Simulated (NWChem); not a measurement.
Molecule: CH3ClMgS; SMILES [Cl][Mg][S]C

```xyz
7

Mg     0.2188    -0.4971     0.0008
Cl    -0.1103    -2.6755    -0.0003
S      0.6131     1.7669    -0.0003
C     -1.0612     2.5133    -0.0002
H     -1.6196     2.2794    -0.9173
H     -0.9201     3.6021     0.0421
H     -1.6529     2.2155     0.8766
```
Atoms are numbered in this order, from 1.

Computed with NWChem. Geometry: optimised at PBE0/def2-SVP. Total energies compare along this basis series because the functional is fixed.

```tsv
level	basis functions	energy (Ha)	highest occupied level (eV)	orbital gap (eV)	dipole (D)	relative time
TPSS/pcseg-1	75	-1098.4994	-5.81	3.60	2.07	3
TPSS/aug-pcseg-1	118	-1098.5115	-5.77	3.66	1.88	7
TPSS/pcseg-2	159	-1098.6254	-5.74	3.66	1.89	10
TPSS/STO-3G	35	-1086.1684	-1.35	4.46	1.97	1
TPSS/def2-SVP	83	-1098.1985	-5.65	3.72	1.82	3
```

Times are rough ratios from one shared machine.
